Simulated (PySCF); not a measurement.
**Zinc: a sound run and one with changed settings**

Sound run: Zn⁺ [Ar] 3d10 4s1, Zn²⁺ [Ar] 3d10. All numbers are calculated (PySCF 2.14, no relativity, point nucleus, in def2-SVP). In the sound run the correlated levels freeze [Ar]. The sound run starts from symmetry-adapted Hartree-Fock orbitals and uses a fine grid where one is needed.

Changed run: scalar relativity by spin-free X2C-1e. This setting is unsound on purpose.

| species | method | sound run (hartree) | changed run (hartree) | converged |
| --- | --- | --- | --- | --- |
| Zn⁺ | UHF | -1777.28512 | -1790.44198 | yes |
| Zn⁺ | M06-2X | -1778.79043 | -1791.94604 | yes |
| Zn⁺ | TPSS | -1778.80712 | -1791.96251 | yes |
| Zn⁺ | MP2 | -1777.54381 | -1790.70015 | yes |
| Zn⁺ | CCSD(T) | -1777.53038 | -1790.68691 | yes |
| Zn²⁺ | UHF | -1776.68126 | -1789.82913 | yes |
| Zn²⁺ | M06-2X | -1778.14480 | -1791.29046 | yes |
| Zn²⁺ | TPSS | -1778.15975 | -1791.30544 | yes |
| Zn²⁺ | MP2 | -1776.92699 | -1790.07431 | yes |
| Zn²⁺ | CCSD(T) | -1776.91383 | -1790.06130 | yes |

Ionisation energy of Zn⁺:

```csv
method,sound run (eV),changed run (eV)
UHF,16.432,16.677
M06-2X,17.569,17.839
TPSS,17.616,17.880
MP2,16.785,17.030
SCS-MP2,16.736,16.982
CCSD,16.755,17.002
CCSD(T),16.777,17.024
```

Most of the change in total energy is the relativistic energy itself. On top of that the contraction fixes the core shape for the Hamiltonian it was made with, so the changed run is not a good calculation with the other Hamiltonian either.

For comparison, NIST gives 17.964 eV between the lowest levels.
